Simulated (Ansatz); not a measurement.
A CCSD(T) single point on CH4AlFN2, SMILES `N=[C](N)[AlH][F]`.

```yaml
crystal:
  periodic: [false, false, false]
  atoms:
    - {symbol: N, position_ang: [1.558092, 0.457345, -0.349667]}
    - {symbol: C, position_ang: [0.473362, -0.139328, -0.016621]}
    - {symbol: N, position_ang: [0.533830, -1.438392, 0.404977]}
    - {symbol: Al, position_ang: [-1.258799, 0.781474, -0.206293]}
    - {symbol: F, position_ang: [-1.114156, 2.304904, -0.820548]}
    - {symbol: H, position_ang: [1.377468, 1.397645, -0.688957]}
    - {symbol: H, position_ang: [-0.233752, -1.843096, 0.908261]}
    - {symbol: H, position_ang: [1.451115, -1.820970, 0.585750]}
    - {symbol: H, position_ang: [-2.698759, 0.254118, 0.166097]}
basis:
  gaussian: {orbitals: def2-TZVPP}
correlation: {method: ccsd_t}
output: {orbitals: {seedname: orbitals}}
```

```sh
$ ansatz run in.yaml --threads 2 --pin off --events-out ev --progress --plain --max-ram 4352MiB
```

Log, shortened:

```
Functional definition: HF
1350 factors; integrals over basis functions are off by at most 1.1e-3 eV
mean field evaluation 1: about -13345.3815 eV, gradient 4.9e1 eV
mean field evaluation 2: about -13345.5831 eV, gradient 4.9e1 eV
mean field evaluation 4: about -13350.6186 eV, gradient 4.2e0 eV
mean field evaluation 8: about -13350.7104 eV, gradient 4.7e-1 eV
mean field evaluation 16: about -13350.7128 eV, gradient 1.1e-6 eV
mean field -13350.71277497 eV, -490.6296450419 hartree, gradient 1.1e-6 eV, S^2 0.000000; 0 other end points of the search recorded, 0 dependent functions left out
9 core orbitals not correlated: weight in the atoms' cores, before any rotation towards them, 1.000 or more for the frozen orbitals, at most 0.000 for the correlated occupied ones
reference -13350.71277497 eV, -490.6296450419 hartree; 14, 14 occupied and 199, 199 virtual orbitals, 1350 factors
second order -24.44760138 eV of doubles, -0.00000000 eV of singles
cycle   1  -24.28566426 eV  change    1.6e-1 eV  update   1.1e-1
cycle   2  -24.86935951 eV  change   -5.8e-1 eV  update   3.6e-2
cycle   3  -25.02495479 eV  change   -1.6e-1 eV  update   1.9e-2
cycle   4  -25.00720577 eV  change    1.8e-2 eV  update   5.1e-3
cycle   5  -25.00418121 eV  change    3.0e-3 eV  update   2.5e-3
cycle   6  -25.00561466 eV  change   -1.4e-3 eV  update   8.4e-4
cycle   7  -25.00524042 eV  change    3.7e-4 eV  update   3.3e-4
cycle   8  -25.00502992 eV  change    2.1e-4 eV  update   1.4e-4
cycle   9  -25.00507067 eV  change   -4.1e-5 eV  update   6.2e-5
cycle  10  -25.00509459 eV  change   -2.4e-5 eV  update   2.6e-5
perturbative correction -0.99972052 eV, -0.0367390514 hartree
Total energy: -13376.71759008 eV, -491.5853043706 hartree
```

It took 2.6 min on 2 threads of an Arm Neoverse V2 on a shared host, with 3.6 GiB of host memory at the peak.

The correlation energy is -26.005 eV, 3.8 % of it from (T); the T1 diagnostic reads 0.0145.
